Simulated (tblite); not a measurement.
CH₁₀AsOSi₃ (doublet state).
SMILES with atom numbers: `[SiH3:1][CH2:2][O:3][SiH:4][SiH2:5][AsH2:6]` (hydrogens: H7, H8, H9 on Si1; H10, H11 on C2; H12 on Si4; H13, H14 on Si5; H15, H16 on As6)

Cartesian coordinates in Å at the GFN2-xTB level; atoms count from 1:
```xyz
16
CH10AsOSi3 angstrom
Si    -2.6450    0.4275   -0.8175
C     -1.5866    0.4614    0.7714
O     -0.2648    0.0696    0.5281
Si     0.3429   -1.4357    0.3033
Si     2.5662   -0.8721    0.2961
As     2.9577    1.3523   -0.2908
H     -2.6648   -0.9467   -1.3196
H     -3.9875    0.8777   -0.4475
H     -2.0412    1.3218   -1.8031
H     -1.5457    1.4739    1.1854
H     -2.0229   -0.1854    1.5415
H     -0.2538   -2.2607    1.3860
H      3.2265   -1.8094   -0.6328
H      3.2810   -1.1174    1.5700
H      1.5114    1.6377   -0.5354
H      3.1188    1.0144   -1.7465
```

Level: GFN2-xTB in tblite, geometry and Hessian alike; calculated harmonic values, unscaled, isolated species. Errors from tens to a few hundred cm⁻¹ against measured bands are possible. Modes of hydrogen on arsenic and silicon can be 10 to 20 % off. One conformer, not necessarily the lowest. Open shells enter through the occupations alone, without spin polarisation, and single modes of such species can be off by tens of per cent. The optimisation stopped once no atom felt more than 0.01 eV/Å.

Lowest wavenumbers of the output (negative numbers stand for imaginary wavenumbers):
```
mode    cm-1
  1     -84.1
  2       8.5
  3      33.9
  4      53.4
  5      71.5
  6     103.4
  7     144.0
  8     201.0
  9     291.1
 10     330.6
 11     364.1
 12     432.4
 13     491.3
 14     498.7
 15     511.9
```

Q: Is this structure a minimum?

A: No. 1 mode is imaginary beyond 20i (84i cm⁻¹), so at this level the point lies at or near a first-order saddle.

Q: Which atoms move in the imaginary mode?

A: 84i: H15 (hydrogen on arsenic) 46 %, H16 (hydrogen on arsenic) 44 %. These are shares of the mass-weighted motion.

Q: What is the remedy?

A: Step along that mode in both directions, optimise again with tighter thresholds and repeat the frequencies. The zero-point energy of this point (58.5 kcal/mol) counts the 41 real modes alone, and thermal corrections from it aren't those of a minimum.
